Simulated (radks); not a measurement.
Question: Valence configurations of Re (all share [Xe]). Method: Dirac Kohn-Sham, PBE, spin-unpolarised, spherical densities, point nucleus; open shells are shared between the two j in proportion to 2j + 1; computed with a radial shooting solver on a logarithmic mesh with Libxc functionals. Order these by energy: 4f14 5d7; 4f13 5d6 6s1 6p1; 4f13 5d5 6s2 6p1; 4f12 5d5 6s2 6p2; 4f12 5d7 6s2; 4f14 5d4 6s2 6p1; 4f14 5d5 6s2; 4f14 5d6 6s1; 4f14 5d5 6s1 6p1; 4f14 5d4.5 6s2 6p0.5.

Answer: From the lowest, in eV above it: 4f14 5d5 6s2 0.000; 4f14 5d6 6s1 0.937; 4f14 5d4.5 6s2 6p0.5 2.251; 4f14 5d7 2.509; 4f14 5d5 6s1 6p1 4.742; 4f14 5d4 6s2 6p1 5.007; 4f13 5d6 6s1 6p1 45.851; 4f13 5d5 6s2 6p1 47.157; 4f12 5d7 6s2 90.641; 4f12 5d5 6s2 6p2 107.82. NIST lists [Xe] 4f14 5d5 6s2 as the ground configuration; this level of theory agrees among the configurations tried. The energies are those of spherical spin-averaged densities, not of single terms.
